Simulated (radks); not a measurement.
Pr II, 58 electrons, occupied as [Xe] 4f3 6p1 (not the ground configuration).

All-electron calculation, Dirac Kohn-Sham, exchange-only PBE, spin-unpolarised, spherical densities, point nucleus; open shells fill j = l - 1/2 first. Program: a radial shooting solver on a logarithmic mesh with Libxc functionals.

Energy parts (eV):
total: -251409.41
kinetic: 270527.88
electron-nucleus: -613274.19
Hartree: 97140.28
exchange: -5803.39

Orbitals (lengths in bohr, moments of r in powers of bohr; <r^-3> diverges for s and p1/2):
orbital	occ.	eigenvalue (eV)	<1/r>	<r^-3>	small-component weight
1s1/2	2	-41786.75	64.70	-	4.78e-02
2s1/2	2	-6724.065	15.28	-	1.04e-02
2p1/2	2	-6355.037	15.26	-	1.04e-02
2p3/2	4	-5872.729	13.77	7511	9.80e-03
3s1/2	2	-1454.643	5.526	-	3.21e-03
3p1/2	2	-1297.779	5.439	-	3.15e-03
3p3/2	4	-1202.235	5.066	1529	2.97e-03
3d3/2	4	-928.6577	4.934	252.0	2.85e-03
3d5/2	6	-908.0624	4.840	228.3	2.80e-03
4s1/2	2	-293.4182	2.291	-	9.92e-04
4p1/2	2	-234.7487	2.185	-	9.23e-04
4p3/2	4	-214.1802	2.062	330.1	8.63e-04
4d3/2	4	-117.9150	1.840	45.09	7.13e-04
4d5/2	6	-114.3090	1.809	40.42	6.97e-04
5s1/2	2	-44.6606	0.8801	-	2.10e-04
5p1/2	2	-29.1028	0.7706	-	1.64e-04
5p3/2	4	-26.3169	0.7266	44.17	1.49e-04
4f5/2	3	-6.9841	1.187	4.315	3.35e-04
4f7/2	0	-6.6444	1.171	4.164	3.28e-04
6p1/2	1	-5.4644	0.2488	-	2.01e-05
6p3/2	0	-5.1879	0.2379	4.454	1.87e-05

The highest occupied level is 6p1/2 at -5.464 eV. The configuration is held as typed, so some empty levels lie below it. The density falls to 0.001 e/bohr^3 at r = 4.71 bohr. Summed over all electrons, <r^2> = 72.45 bohr^2, which gives a Langevin (diamagnetic) susceptibility term of -57.4 x 10^-6 cm^3/mol.
